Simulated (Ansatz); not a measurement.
`Cl[SiH2][ZnH]` + `[CH3][Al]([F])[CH2]F` → `[CH3][Zn][SiH2]Cl` + `F[CH2][AlH][F]`  (redistribution)

Isolated molecules relaxed with PBE0-D4/def2-TZVP in Ansatz; ΔE leaves out vibrations. CBS: MP2 limit from def2 TZ/QZ plus the TZ coupled-cluster correction, frozen cores. Functionals use def2-TZVPP. For Zn outer-core shells are correlated without core-valence functions, which leaves a few kJ/mol of doubt a bond. Scalar relativity is left out up to krypton. Each species was taken in one conformer, which may not be the lowest.

**Question.** Is it downhill or uphill in electronic energy at CCSD(T)/CBS, and by how much? (An estimate is asked.)

**Answer.** The calculation gave: Uphill: ΔE = +19.9 kJ/mol.

**Question.** What do these levels give: r2SCAN-D4, PBE0, CCSD/def2-TZVPP, CCSD(T)/def2-TZVPP, MP2/def2-QZVPP, HF/CBS(def2)? (Estimate.)

**Answer.** The calculation gave: r2SCAN-D4 26.3, PBE0 24.6, CCSD/def2-TZVPP 23.1, CCSD(T)/def2-TZVPP 22.0, MP2/def2-QZVPP 16.1, HF/CBS(def2) 27.5 kJ/mol.

Largest T1 diagnostic among the species: 0.014.

In def2-TZVPP, CCSD(T) changes the Hartree–Fock value by −6.5 kJ/mol (the triples alone add −1.1 kJ/mol) and MP2 by −10.9 kJ/mol.
